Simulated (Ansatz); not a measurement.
`C[AsH][SiH3]` and `C[AsH][AlH2]` differ in one atom or group.

Ansatz, PBE0-D4/def2-TZVP geometries, multiplicity 1. 

Scalar relativity is left out up to krypton.

```json
{"property": "HOMO energy (ωB97M-V/def2-TZVPP) / eV", "`C[AsH][SiH3]`": "-9.12"}
{"property": "size of the dipole moment (PBE/def2-TZVPP) / D", "`C[AsH][SiH3]`": "0.96"}
{"property": "LUMO energy (PBE/def2-TZVPP) / eV", "`C[AsH][SiH3]`": "-0.71"}
{"property": "HOMO energy (PBE0/def2-TZVPP) / eV", "`C[AsH][SiH3]`": "-7.04"}
{"property": "LUMO energy (B3LYP/def2-TZVPP) / eV", "`C[AsH][SiH3]`": "-0.13"}
{"property": "ideal-gas entropy at 298 K and 1 bar (rigid rotor, harmonic PBE0-D4/def2-TZVP) / J/(mol·K)", "`C[AsH][SiH3]`": "332"}
```

(1) What does the change do to each property? (An estimate is asked.)

## Answers

(1) The calculation gave: 
```csv
property,`C[AsH][AlH2]`,shift
HOMO energy (ωB97M-V/def2-TZVPP) / eV,-8.65,0.47
size of the dipole moment (PBE/def2-TZVPP) / D,1.02,0.06
LUMO energy (PBE/def2-TZVPP) / eV,-2.41,-1.70
HOMO energy (PBE0/def2-TZVPP) / eV,-6.64,0.40
LUMO energy (B3LYP/def2-TZVPP) / eV,-1.86,-1.73
"ideal-gas entropy at 298 K and 1 bar (rigid rotor, harmonic PBE0-D4/def2-TZVP) / J/(mol·K)",337,5
```

With PBE0 the HOMO rises by 0.40 eV and the LUMO falls by 1.77 eV, so the gap narrows by about 2.17 eV. PBE moves the HOMO by 0.36 eV and ωB97M-V by 0.47 eV. The zero-point energy changes by -30.8 kJ/mol with -3 modes. Dipoles are sizes alone; their direction can turn.

B3LYP here is the variant with VWN-RPA as its local correlation; programs differ in this.
